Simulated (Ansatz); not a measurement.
`F[CH]1C[CH2][SnH2]1` → `C=[CH][SnH]([CH3])[F]`  (isomerisation)

Program: Ansatz. Geometries: PBE0-D4/def2-TZVP. ΔE: electronic, gas phase. CCSD(T)/CBS adds triple-zeta CCSD(T) − MP2 to the extrapolated MP2 energy (def2 sets, frozen cores). Elements past krypton have def2 core potentials. For Sn outer-core shells are correlated without core-valence functions, which leaves a few kJ/mol of doubt a bond. One conformer a species, not always the lowest.

```
             level  ΔE (kcal/mol)
   CCSD/def2-TZVPP          -38.4
SCS-MP2/def2-QZVPP          -41.1
```

Problem. What does CCSD(T)/CBS give? (An estimate is asked.)

Solution. Ansatz gave: -39.8 kcal/mol. The listed levels differ from it by 1.4, -1.3 kcal/mol.

Largest T1 diagnostic among the species: 0.013.

In def2-TZVPP, CCSD(T) changes the Hartree–Fock value by +7.7 kcal/mol (the triples alone add +0.5 kcal/mol) and MP2 by +7.5 kcal/mol. The D4 term adds +0.7 kcal/mol with B3LYP and +0.3 kcal/mol with PBE0; it sums over pairs of atoms, weighted by their polarisabilities, and B3LYP, whose exchange is more repulsive, gets the larger term.

B3LYP here is the variant with VWN-RPA as its local correlation; programs differ in this.
